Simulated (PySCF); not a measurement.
Input file for PySCF: R-MP2/6-31G* on C3H8 (SMILES CCC) with ghost functions, monomers drawn apart or pushed together.

```python
from pyscf import gto, scf, dft, mp
from pyscf.data.elements import chemcore

mol = gto.M(
    atom='''
    C    -1.22812150   -0.47091461    6.33748170
    C     0.29635286   -0.41840490    6.36147931
    C     0.83732854    1.00504270    6.26236666
    H    -1.59560858   -1.49534231    6.42366993
    H    -1.65453516    0.10767759    7.16103786
    H    -1.61453197   -0.05615181    5.40373961
    H     0.68968898   -1.01426221    5.53344077
    H     0.66534858   -0.88536654    7.27969880
    H     1.92909205    1.02235366    6.27006378
    H     0.50146523    1.48557311    5.34059775
    H     0.48852833    1.61691134    7.09812507
    ghost-C    0.64729091   -0.33917359    0.27888668
    ghost-C   -0.54019352    0.23663720    0.16782548
    ghost-H    1.49451424    0.18189544    0.70759779
    ghost-H    0.82014564   -1.35622128   -0.05164623
    ghost-H   -1.38918549   -0.28459501   -0.25755980
    ghost-H   -0.71309671    1.25336243    0.49940167
    ''',
    basis='6-31g*',
    cart=True,
    charge=0, spin=0, verbose=3, max_memory=1800)
mf = scf.RHF(mol)
mf.conv_tol = 1e-8
mf.max_cycle = 100
mf.kernel()
if not mf.converged:
    mf = mf.newton().run(mf.mo_coeff, mf.mo_occ)
pt = mp.MP2(mf, frozen=chemcore(mol)).run()
```

### Question
Predict the final total energy.

### Answer
-118.6603 hartree.
